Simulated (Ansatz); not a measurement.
Two isomers of CH8ClNSi2: A = `NC[SiH2][SiH2]Cl`, B = `N[SiH2]C[SiH2]Cl`.

Gas-phase electronic energies from Ansatz, PBE0-D4/def2-TZVP geometries. CCSD(T)/CBS adds triple-zeta CCSD(T) − MP2 to the extrapolated MP2 energy (def2 sets, frozen cores). Functionals use def2-TZVPP. B3LYP here is the variant with VWN-RPA as its local correlation; programs differ in this. Each species was taken in one conformer, which may not be the lowest.

Question: Which isomer does CCSD(T)/CBS put lower? Give the gap. (An estimate is asked.)

Answer: The calculation gave: B, by 37.8 kcal/mol.

Question: Give E(B) − E(A) in kcal/mol with PBE-D4, HF/def2-TZVPP, r2SCAN-D4, MP2/def2-TZVPP, B3LYP-D4, CCSD(T)/def2-TZVPP, B3LYP. (Estimate.)

Answer: The calculation gave: PBE-D4 -31.9, HF/def2-TZVPP -38.7, r2SCAN-D4 -36.8, MP2/def2-TZVPP -40.5, B3LYP-D4 -35.9, CCSD(T)/def2-TZVPP -37.3, B3LYP -35.2. None reverses the order clearly.

Largest T1 diagnostic: 0.010.

From PBE to PBE0 (25 % exact exchange), in def2-TZVPP and without D4, E(B) − E(A) moves by −2.2 kcal/mol.
